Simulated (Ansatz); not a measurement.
`CNC` + `COB(O)Cl` → `COB(Cl)OC` + CH₃NH₂  (substitution at a C–N bond)

Gas-phase electronic energies from Ansatz, PBE0-D4/def2-TZVP geometries. CCSD(T)/CBS adds triple-zeta CCSD(T) − MP2 to the extrapolated MP2 energy (def2 sets, frozen cores). This one scheme is used for every species. DFT in def2-TZVPP. Each species was taken in one conformer, which may not be the lowest.

`CNC`:

Cartesian coordinates in Å:
```
C 0.232 0.263 1.156
N -0.166 0.669 -0.171
C -0.042 -0.394 -1.142
H 0.067 1.080 1.862
H 1.302 0.033 1.162
H -0.297 -0.630 1.531
H -1.118 1.010 -0.155
H 1.013 -0.658 -1.260
H -0.407 -0.056 -2.114
H -0.584 -1.316 -0.869
```

`COB(O)Cl`:

Z-matrix (Å, degrees):
```
C
O 1 1.415
H 1 1.092 2 111.0
H 1 1.089 2 107.2 3 -119.4
H 1 1.092 2 111.0 3 121.2
B 2 1.350 1 123.5 3 -60.5
Cl 6 1.770 2 122.0 1 0.0
O 6 1.352 2 120.5 1 180.0
H 8 0.962 6 111.6 2 0.0
```

`COB(Cl)OC`:

Z-matrix (Å, degrees):
```
C
O 1 1.414
H 1 1.089 2 107.3
H 1 1.092 2 111.0 3 -119.4
H 1 1.092 2 111.0 3 119.5
B 2 1.350 1 123.5 3 -179.5
O 6 1.346 2 121.0 1 -180.0
Cl 6 1.773 2 121.7 1 0.0
C 7 1.417 6 120.1 2 0.0
H 9 1.092 7 111.0 6 -59.9
H 9 1.089 7 107.3 6 -179.4
H 9 1.092 7 111.0 6 61.1
```

CH₃NH₂:

Z-matrix (Å, degrees):
```
C
N 1 1.453
H 1 1.092 2 109.4
H 1 1.100 2 115.4 3 -121.6
H 1 1.092 2 109.4 3 116.8
H 2 1.012 1 110.6 3 62.6
H 2 1.012 1 110.6 3 -179.3
```

Problem. Is it downhill or uphill in electronic energy at CCSD(T)/CBS, and by how much? (Best estimate.)

Solution. The calculation gave: Uphill: ΔE = +25.2 kJ/mol.

Problem. What do these levels give: B2PLYP, PBE, r2SCAN, HF/def2-QZVPP, MP2/def2-QZVPP, HF/CBS(def2)? (An estimate is asked.)

Solution. The calculation gave: B2PLYP 24.2, PBE 27.0, r2SCAN 25.8, HF/def2-QZVPP 19.8, MP2/def2-QZVPP 28.5, HF/CBS(def2) 19.8 kJ/mol.

Largest T1 diagnostic among the species: 0.012.

In def2-TZVPP, CCSD(T) changes the Hartree–Fock value by +4.9 kJ/mol (the triples alone add +0.2 kJ/mol) and MP2 by +8.4 kJ/mol.
